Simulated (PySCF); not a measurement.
HIn (SMILES [InH]), singlet, geometry from GFN2-xTB (such geometries of metal compounds can be far from the true shape) (core potentials on In); PySCF with PW6B95/def2-TZVP.

Input for PySCF:
```python
from pyscf import gto, scf, dft

mol = gto.Mole()
mol.atom = '''
    In   -0.000000   -0.000000   -0.039404
    H     0.000000    0.000000    1.930786
'''
mol.basis = 'def2-tzvp'
mol.ecp = {'In': 'def2-tzvp'}
mol.charge = 0
mol.spin = 0
mol.verbose = 3
mol.build()

mf = dft.RKS(mol)
mf.xc = 'pw6b95'
mf.kernel()
mf.analyze()
```

Question: Write the output that PySCF gives for this input, abridged.

Answer: 
```
converged SCF energy = -190.827524738643
**** MO energy ****
MO #1   energy= -4.71747775863089  occ= 2
MO #2   energy= -3.11470533850158  occ= 2
MO #3   energy= -3.11470533850156  occ= 2
MO #4   energy= -3.10342394246549  occ= 2
MO #5   energy= -0.78490345654189  occ= 2
MO #6   energy= -0.784903453444802 occ= 2
MO #7   energy= -0.774504008275605 occ= 2
MO #8   energy= -0.7745040082756   occ= 2
MO #9   energy= -0.772780732124501 occ= 2
MO #10  energy= -0.366898461882536 occ= 2
MO #11  energy= -0.212282529467424 occ= 2
MO #12  energy= -0.0648162967440652 occ= 0
MO #13  energy= -0.0648162967440522 occ= 0
MO #14  energy= 0.0365137010067258 occ= 0
MO #15  energy= 0.0842042700574379 occ= 0
MO #16  energy= 0.0842042700574449 occ= 0
MO #17  energy= 0.0880113978309001 occ= 0
MO #18  energy= 0.154057297927173  occ= 0
MO #19  energy= 0.173922639078576  occ= 0
Dipole moment(X, Y, Z, Debye): -0.00000, -0.00000, -1.45054
```
